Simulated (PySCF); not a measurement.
BBr₂ (SMILES Br[B]Br), doublet, at a GFN2-xTB geometry. Base run: HF/6-31G run with PySCF.

Geometry (Å):
```xyz
3

Br    -1.6376    -0.0896     0.0051
B     -0.0155     0.8247    -0.0313
Br     1.6398    -0.0282    -0.0006
```
Charge 0, spin multiplicity 2.
Orbitals are unrestricted.
All else is at PySCF's defaults.

Each row names what was changed in the base input (with any setting that the change needs).

```
change                                        E (Eh)  HOMO (eV)  dipole (D)  <S^2>  core-seconds (rough)
---------------------------------------  -----------  ---------  ----------  -----  --------------------
base                                     -5168.75835      -9.75        0.35  0.756                     2
functional = blyp; dispersion = d4       -5172.41369      -4.72        0.45  0.753                     5
functional = bp86                        -5172.91565      -5.06        0.47  0.754                     5
functional = scan                        -5172.74549      -5.53        0.29  0.756                     9
functional = r2scan                      -5172.30744      -5.50        0.28  0.756                     9
functional = revpbe                      -5171.92782      -4.96        0.46  0.754                     6
functional = x3lyp                       -5172.20349      -6.07        0.28  0.753                     6
functional = m062x                       -5172.43386      -7.44        0.03  0.756                     8
functional = wb97m_v                     -5172.07908      -8.21        0.21  0.753                    70
functional = wb97x_v                     -5171.89332      -8.65        0.19  0.752                    50
functional = b3lyp; dispersion = d3zero  -5172.43231      -6.02        0.30  0.753                     6
functional = pbe0                        -5171.75115      -6.39        0.29  0.754                     6
functional = lc_wpbe                     -5171.62332      -9.20        0.10  0.754                    30
```

Absolute energies of different levels of theory aren't comparable as measures of quality.

Open shells are given as the SCF converged; they aren't shown to be the lowest states, and a large step between rows can be another state.
